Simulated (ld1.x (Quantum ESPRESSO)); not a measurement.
# Ranking RRKJ potentials for iron

All share these settings but for the change named:

```json
{
  "Element": "Fe (Z = 26)",
  "Generator": "ld1.x (Quantum ESPRESSO) 7.5",
  "Type": "norm-conserving RRKJ (Kleinman–Bylander form)",
  "Functional": "PBEsol",
  "Relativity": "fully relativistic",
  "Frozen core": "[Ne]",
  "Valence charge": "16",
  "Reference configuration": "3s2 3p6 3d5 4s0 4p0 (charge +3)",
  "Partial waves": "3s (bound): rc 1.10 bohr; 3p (bound): rc 1.40 bohr; 3d (bound): rc 1.15 bohr",
  "Local potential": "the d channel",
  "Core correction": "none",
  "rho0": "0.02"
}
```

Open shells are filled in proportion to 2j + 1 (rel_dist='average').

Test errors are all-electron minus pseudo excitation energies from the reference, over 3s2 3p6 3d6 4s2 4p0; 3s2 3p6 3d6 4s1 4p0; 3s2 3p6 3d6 4s0 4p0; 3s2 3p6 3d6.5 4s1.5 4p0; 3s2 3p6 3d4 4s0 4p0; 3s2 3p5 3d6 4s2 4p0; 3s1 3p6 3d6 4s2 4p0. None of these files shows a bound ghost.

The base gives 79.9 meV.

Of 12 variants that were run, those that failed, showed a ghost or another fault, or gave nearly equal values are left out.

A variant can come out equal or close to the base, since the largest error may sit in a test that the change hardly touches while other tests move.

Rank these variants by their largest absolute test error, smallest first.
A. wave 3d (bound): rc 1.15 bohr becomes 3d (bound): rc 1.00 bohr
B. core correction a·sin(br)/r model core inside 1.22 bohr
C. wave 3s (bound): rc 1.10 bohr becomes 3s (bound): rc 1.18 bohr

B (79.9 meV), C (134.3 meV), A (365.2 meV).
